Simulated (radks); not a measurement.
Values are calculated unless marked as measured or tabulated.
Q: Species: Pt7+. Configuration: [Xe] 4f14 5d(3/2: 3, 5/2: 0). Level of theory: Dirac Kohn-Sham, PBE, spin-unpolarised, spherical densities, finite nucleus; Fermi nuclear charge, rms radius 5.427 fm (a radial shooting solver on a logarithmic mesh with Libxc functionals). Some entries of the table are withheld. Estimate them.

orbital,occ.,eigenvalue (hartree),r(max) (bohr)
1s1/2,2,(1),(2)
2s1/2,2,-508.8892,0.06144
2p1/2,2,-488.0419,0.04532
2p3/2,4,-424.5079,0.05259
3s1/2,2,-122.5041,0.1729
3p1/2,2,-113.1154,0.1614
3p3/2,4,-99.14691,0.1762
3d3/2,4,-83.46631,0.1374
3d5/2,6,-80.45483,0.1415
4s1/2,2,-29.36581,0.3903
4p1/2,2,-25.37550,0.3888
4p3/2,4,-22.04729,0.4193
4d3/2,4,-15.49962,0.4129
4d5/2,6,-14.88014,0.4223
5s1/2,2,-7.50083,0.8644
4f5/2,6,-6.50935,0.3823
4f7/2,8,-6.38137,0.3870
5p1/2,2,-6.18692,(3)
5p3/2,4,-5.58389,(4)
5d3/2,3,-3.69914,(5)
5d5/2,0,-3.61732,(6)

A: 
(1) 1s1/2 eigenvalue (hartree): -2880.372
(2) 1s1/2 r(max) (bohr): 0.01062
(3) 5p1/2 r(max) (bohr): 0.9113
(4) 5p3/2 r(max) (bohr): 0.9847
(5) 5d3/2 r(max) (bohr): 1.140
(6) 5d5/2 r(max) (bohr): 1.166
